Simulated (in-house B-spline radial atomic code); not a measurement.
**Solving the quasi-particle equation for 5s up of Sb⁴⁺**

Configuration [Kr] 4d10 5s1, highest spin, start r2SCAN; correlation leaves out the 7 deepest shells. Computed with an all-electron radial atomic-structure program (B-spline basis): all electrons, scalar-relativistic (spin-free one-electron X2C), finite nucleus, each spin shell either full or empty, empty states to l = 9 with an (l + 1/2)⁻⁴ tail; G0W0 by contour deformation at full frequency.

RPA overbinds a lone outer s electron by self-correlation, and G0W0 tends to as well.

At the mean-field level ε = -50.464 eV the matrix elements are Σx = -18.485 eV, v_xc = -15.286 eV and Σc(ε) = -2.29 eV, and the slope of the correlation self-energy is dΣc/dω = -0.0386. The quasi-particle energy solves E = ε + Σx − v_xc + Σc(E).

Question: What does the linearised equation give?

Answer: Z = 1/(1 − dΣc/dω) = 1/1.0386 = 0.9628. The first-order shift is Σx − v_xc + Σc(ε) = -18.485 − (-15.286) + (-2.29) = -5.489 eV, so E ≈ ε + Z × shift = -50.464 + 0.9628 × (-5.489) = -55.749 eV.

Question: How does that compare with the full solution and with static screening?

Answer: Solving the equation at full frequency dependence gives E = -55.766 eV, where Σc = -2.102 eV and the weight is 0.968; the linearised value is off by 17 meV. Leaving Z out would give -55.953 eV. Static COHSEX puts -3.840 eV in place of Σc and gives -57.503 eV, 1.74 eV deeper.
